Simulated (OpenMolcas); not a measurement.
Computed levels of 3d2 in ions with 20 electrons, in cm-1 above 3F2.

```
Program             : OpenMolcas
Method              : CASSCF
Basis               : ANO-RCC-VTZP
Scalar Hamiltonian  : DKH2, point nucleus
Spin-orbit coupling : state interaction with AMFI integrals over the reference wave functions, term energies averaged over their components
```

Active space for each ion: 2 electrons in 10 orbitals (3d 4d).

```csv
Level,Ti2+,Cr4+,Mn5+,Co7+
3F3,194,508,754,1371
3F4,447,1159,1711,3075
1D2,10889,16093,18570,23083
3P0,13083,18898,21606,26432
3P1,13148,19074,21871,26936
3P2,13286,19461,22471,28122
1G4,16780,24701,28431,35248
1S0,39627,59031,67852,84317
```

Question: Estimate 3F4, 1D2, 3P0 for V3+ from its neighbours Ti2+ and Cr4+.

Answer: 3F4 is fine structure, which grows about as the fourth power of a screened charge, so the fourth roots are averaged: ((447^0.25 + 1159^0.25) / 2)^4 = 740. The calculation gives 752, so the estimate is off by -1.6 %; the measured value is 735 (Sugar and Corliss, J. Phys. Chem. Ref. Data 7, 1191 (1978)).
1D2 is another term, which grows about linearly with the charge: (10889 + 16093) / 2 = 13491. The calculation gives 13524, so the estimate is off by -0.2 %; the measured value is 10959 (Sugar and Corliss, J. Phys. Chem. Ref. Data 7, 1191 (1978)).
3P0 is another term, which grows about linearly with the charge: (13083 + 18898) / 2 = 15990. The calculation gives 16052, so the estimate is off by -0.4 %.

Without dynamic correlation excited terms often stand tens of per cent too high (terms of higher spin than the ground term too low), and those without a measured partner can miss by more than the paired ones. Active for correlation alone: 4d; no level in the range computed is led by a configuration that fills it, so any true level of that kind is missing. Measured partners are found by configuration, term and J. A level has none where our copy of the source lacks it or the pairing is in doubt (some pairs that miss far off the trend of their configuration count as doubtful), and it then counts in no deviation. Levels of configurations outside the active space are missing.
